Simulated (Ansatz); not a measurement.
Fluoranthene (C16H10). Charge 0, multiplicity 3. Geometry PBE-D4/def2-SVP, that of the neutral singlet; atoms count from 1.

```xyz
26

C    -0.446   -3.096    2.095
C    -1.237   -2.179    2.810
C    -1.368   -0.847    2.374
C    -0.696   -0.445    1.214
C     0.113   -1.381    0.484
C     0.235   -2.703    0.928
C     0.689   -0.680   -0.678
C     1.529   -1.028   -1.731
C     1.873   -0.031   -2.692
C     1.396    1.278   -2.619
C     0.532    1.667   -1.550
C    -0.048    2.952   -1.314
C    -0.877    3.153   -0.210
C    -1.182    2.115    0.720
C    -0.634    0.853    0.517
C     0.211    0.660   -0.613
H    -0.357   -4.133    2.454
H    -1.761   -2.507    3.720
H    -1.988   -0.135    2.938
H     0.853   -3.427    0.374
H     1.932   -2.047   -1.837
H     2.537   -0.312   -3.525
H     1.686    2.015   -3.384
H     0.161    3.782   -2.006
H    -1.312    4.151   -0.044
H    -1.842    2.328    1.575
```

At PBE0-D4/def2-SVP a singlet of charge 0 lies 2.57 eV below the triplet at the same geometry.

**Question.** Estimate the Mulliken populations from the PBE0/def2-SVP orbitals of Ansatz.

**Answer.** 
```json
{"atom": "C1", "charge (e)": "-0.02", "spin (α − β)": "0.06"}
{"atom": "C2", "charge (e)": "-0.02", "spin (α − β)": "0.06"}
{"atom": "C3", "charge (e)": "-0.03", "spin (α − β)": "0.10"}
{"atom": "C4", "charge (e)": "0.00", "spin (α − β)": "0.00"}
{"atom": "C5", "charge (e)": "0.00", "spin (α − β)": "0.00"}
{"atom": "C6", "charge (e)": "-0.03", "spin (α − β)": "0.10"}
{"atom": "C7", "charge (e)": "0.09", "spin (α − β)": "0.36"}
{"atom": "C8", "charge (e)": "-0.07", "spin (α − β)": "0.23"}
{"atom": "C9", "charge (e)": "-0.01", "spin (α − β)": "-0.01"}
{"atom": "C10", "charge (e)": "-0.03", "spin (α − β)": "0.48"}
{"atom": "C11", "charge (e)": "0.06", "spin (α − β)": "-0.20"}
{"atom": "C12", "charge (e)": "-0.03", "spin (α − β)": "0.48"}
{"atom": "C13", "charge (e)": "-0.01", "spin (α − β)": "-0.01"}
{"atom": "C14", "charge (e)": "-0.07", "spin (α − β)": "0.23"}
{"atom": "C15", "charge (e)": "0.09", "spin (α − β)": "0.37"}
{"atom": "C16", "charge (e)": "-0.10", "spin (α − β)": "-0.14"}
{"atom": "H17", "charge (e)": "0.03", "spin (α − β)": "0.00"}
{"atom": "H18", "charge (e)": "0.03", "spin (α − β)": "0.00"}
{"atom": "H19", "charge (e)": "0.01", "spin (α − β)": "0.00"}
{"atom": "H20", "charge (e)": "0.01", "spin (α − β)": "0.00"}
{"atom": "H21", "charge (e)": "0.01", "spin (α − β)": "-0.01"}
{"atom": "H22", "charge (e)": "0.03", "spin (α − β)": "0.00"}
{"atom": "H23", "charge (e)": "0.02", "spin (α − β)": "-0.02"}
{"atom": "H24", "charge (e)": "0.02", "spin (α − β)": "-0.02"}
{"atom": "H25", "charge (e)": "0.03", "spin (α − β)": "0.00"}
{"atom": "H26", "charge (e)": "0.01", "spin (α − β)": "-0.01"}
```
Mulliken values depend strongly on the basis.

**Question.** Where does the spin sit?

**Answer.** Summed by element: C 2.10, H -0.10, of 2 unpaired in all. Largest on single atoms: C12 0.48, C10 0.48, C15 0.37.

**Question.** And the Mayer bond orders between heavy atoms (over 0.3)?

**Answer.** C1–C2 1.39 (1.41 Å); C1–C6 1.34 (1.41 Å); C2–C3 1.34 (1.41 Å); C3–C4 1.39 (1.40 Å); C4–C5 1.25 (1.44 Å); C4–C15 1.09 (1.47 Å); C5–C6 1.39 (1.40 Å); C5–C7 1.09 (1.47 Å); C7–C8 1.18 (1.39 Å); C7–C16 1.27 (1.42 Å); C8–C9 1.49 (1.43 Å); C9–C10 1.24 (1.39 Å); C10–C11 1.23 (1.43 Å); C11–C12 1.23 (1.43 Å); C11–C16 1.27 (1.41 Å); C12–C13 1.24 (1.39 Å); C13–C14 1.49 (1.43 Å); C14–C15 1.18 (1.39 Å); C15–C16 1.27 (1.42 Å).
